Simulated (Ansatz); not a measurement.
Relaxation of Cl3H4NOZr (10 atoms, charge 0, multiplicity 1), to a largest force component of 0.03 eV/Å in at most 50 steps.

These are results of RKS PBE0-D4/def2-SVP (Ansatz 0.2.0), not measurements.

```xyz
10
Properties=species:S:1:pos:R:3:forces:R:3
Zr 0.277 0.531 -0.539 0.45 1.18 1.30
Cl 0.969 -0.943 2.807 0.16 0.86 -0.31
Cl 2.128 -0.835 -1.028 -0.01 0.01 0.00
Cl -0.372 1.619 -2.520 -0.02 0.02 -0.03
O -1.245 -0.322 0.198 0.17 0.11 -0.11
H -1.631 -0.995 0.761 -0.09 -0.09 0.06
N 0.882 1.995 0.917 -0.47 -1.51 -1.02
H 1.750 2.524 0.863 0.03 0.03 -0.02
H 0.237 2.487 1.531 -0.02 0.01 0.01
H 1.192 0.296 2.355 -0.20 -0.62 0.12
```

Where does it end, and by what steps?

The run converged. After 27 steps the energy has fallen by 1.996 eV; Cl2 moved furthest, 1.94 Å. Parted: Cl2–H10 (1.34 → 3.10 Å). Joined: Zr1–Cl2 (3.72 → 2.38 Å), N7–H10 (2.25 → 1.02 Å).

```
step  energy less start (eV)  largest force component (eV/Å)  accepted
   0                  0.0000                           1.508       yes
   1                 -0.1363                           0.986       yes
   2                 -0.1890                           0.347       yes
   3                 -0.1974                           0.135       yes
   4                 -0.2008                           0.149       yes
   5                 -0.2038                           0.147       yes
   6                 -0.2127                           0.140       yes
   7                 -0.2535                           0.580       yes
   8                 -0.3719                           1.214       yes
   9                 -0.6245                           1.666       yes
  10                 -1.1022                           2.377       yes
  11                 -1.5357                           1.173       yes
  12                 -1.6964                           1.098       yes
  13                 -1.7637                           0.875       yes
  14                 -1.7993                           0.943       yes
  15                 -1.8038                           1.020       yes
  16                 -1.8414                           0.167       yes
  17                 -1.8551                           0.475       yes
  18                 -1.8743                           0.617       yes
  19                 -1.9056                           0.584       yes
  20                 -1.9431                           0.268       yes
  21                 -1.9816                           0.154       yes
  22                 -1.9849                           0.299       yes
  23                 -1.9928                           0.064       yes
  24                 -1.9931                           0.135       yes
  25                 -1.9950                           0.102       yes
  26                 -1.9955                           0.086       yes
  27                 -1.9959                           0.005       yes
```

```xyz
10
Properties=species:S:1:pos:R:3
Zr 0.719 -0.041 -0.082
Cl 2.383 -0.615 1.525
Cl 0.931 -1.905 -1.527
Cl 1.083 1.706 -1.660
O -1.092 -0.294 0.475
H -1.862 -0.859 0.381
N 0.532 1.869 1.386
H 1.377 2.441 1.397
H -0.237 2.477 1.101
H 0.353 1.580 2.349
```

Whether the end is a true minimum wasn't checked by a vibrational analysis.

The run took 3.6 min on 4 threads of Intel(R) Xeon(R) Processor @ 2.50GHz (Skylake/Cascade Lake) (shared host), peak memory 0.4 GiB.
